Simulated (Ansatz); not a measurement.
Geometry optimisation, RKS PBE/def2-SVPD in Ansatz.

Input file:

```yaml
crystal:
  periodic: [false, false, false]
  atoms:
    - { symbol: "N", position_ang: [1.9697, -1.3441, 0.9562] }
    - { symbol: C, position_ang: [1.0255, -0.6991, 0.5196] }
    - { symbol: Ge, position_ang: [-0.4636, 0.2922, -0.1874] }
    - { symbol: F, position_ang: [-1.5857, -0.8071, -0.764] }
    - { symbol: F, position_ang: [0.1259, 1.2965, -1.5139] }
    - { symbol: H, position_ang: [-1.0297, 1.1975, 0.9433] }
basis:
  gaussian: { orbitals: def2-SVPD }
hamiltonian:
  xc: pbe
relax:
  f_tol: 0.02
  max_steps: 50
```

Run as:

```bash
$ ansatz run input.yaml --threads 2 --pin off --max-ram 3072MiB --backend cpu --events-out ev --progress --plain --runs-dir out
```

Task: Where does it end, and by what steps?

Result: The run converged. After 4 steps the energy has fallen by 0.277 eV; H6 moved furthest, 0.08 Å.

```json
{"step": "0", "energy less start (eV)": "0.0000", "largest force component (eV/Å)": "4.090", "accepted": "yes"}
{"step": "1", "energy less start (eV)": "-0.2490", "largest force component (eV/Å)": "0.949", "accepted": "yes"}
{"step": "2", "energy less start (eV)": "-0.2748", "largest force component (eV/Å)": "0.226", "accepted": "yes"}
{"step": "3", "energy less start (eV)": "-0.2761", "largest force component (eV/Å)": "0.220", "accepted": "yes"}
{"step": "4", "energy less start (eV)": "-0.2767", "largest force component (eV/Å)": "0.006", "accepted": "yes"}
```

```xyz
6
Properties=species:S:1:pos:R:3
N 1.962 -1.335 0.922
C 1.059 -0.723 0.496
Ge -0.432 0.319 -0.123
F -1.598 -0.815 -0.771
F 0.145 1.257 -1.484
H -1.094 1.232 0.913
```

Whether the end is a true minimum wasn't checked by a vibrational analysis.

The run took 12 s on 2 threads of Arm Neoverse V2, with other jobs on the host, peak memory 0.17 GiB.
